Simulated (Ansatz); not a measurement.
`[SiH3][O][GaH][SH]` + H₂ → `[SiH3][O][GaH2]` + H₂S at 600 K and 1 bar (hydrogenolysis of a Ga–S bond).

Gas-phase electronic energies from Ansatz, PBE0-D4/def2-TZVP geometries. CBS: MP2 limit from def2 TZ/QZ plus the TZ coupled-cluster correction, frozen cores. This one scheme is used for every species. For Ga outer-core shells are correlated without core-valence functions, which leaves a few kJ/mol of doubt a bond. Scalar relativity is left out up to krypton. One conformer a species, not always the lowest.

```json
{"species": "`[SiH3][O][GaH][SH]`", "CCSD(T)/CBS energy (Eh)": "-2689.07634", "H − E (kJ/mol)": "183.2", "S (J/(mol·K))": "463.7"}
{"species": "H₂", "CCSD(T)/CBS energy (Eh)": "-1.17544", "H − E (kJ/mol)": "43.9", "S (J/(mol·K))": "150.8"}
{"species": "`[SiH3][O][GaH2]`", "CCSD(T)/CBS energy (Eh)": "-2291.24790", "H − E (kJ/mol)": "163.6", "S (J/(mol·K))": "406.9"}
{"species": "H₂S", "CCSD(T)/CBS energy (Eh)": "-398.97279", "H − E (kJ/mol)": "60.8", "S (J/(mol·K))": "230.9"}
```

H − E and S are ideal-gas, rigid-rotor, harmonic terms from PBE0-D4/def2-TZVP, for one conformer and one mirror image of each species. The MP2-based limit puts H₂ 0.8 mEh under its directly extrapolated value; such offsets cancel only in part. 1 Eh = 2625.50 kJ/mol, R = 8.31446 J/(mol·K).

Q: By hand: ΔE, ΔH, ΔS and ΔG.

A: ΔE = (-2291.24790) + (-398.97279) − (-2689.07634) − (-1.17544) = 0.03109 Eh = 81.6 kJ/mol. Δ(H − E) = 163.6 + 60.8 − 183.2 − 43.9 = -2.7, so ΔH = 78.9 kJ/mol. ΔS = 406.9 + 230.9 − 463.7 − 150.8 = 23.3 J/(mol·K). ΔG = 78.9 − 600 × (23.3)/1000 = 64.9 kJ/mol.

Q: By hand: the equilibrium constant, and the temperature at which ΔG would vanish if ΔH and ΔS stayed fixed.

A: log₁₀ K = −ΔG/(RT ln 10) = -5.6. ΔG = 0 at ΔH/ΔS = 3386 K, far beyond where these terms or the molecules hold.

ΔH outweighs TΔS. A doubt of 5 kJ/mol in ΔE shifts log₁₀ K by 0.4 here. Other conformers and mirror images would add mixing entropy, several J/(mol·K) or more a flexible species. Modes under 60 cm⁻¹, often nearly free rotors, make the harmonic entropy too high. These are equilibria of isolated gas molecules and say nothing of rates. Largest T1 diagnostic: 0.014 (customary marks: 0.02 for closed shells, 0.045 for open ones).
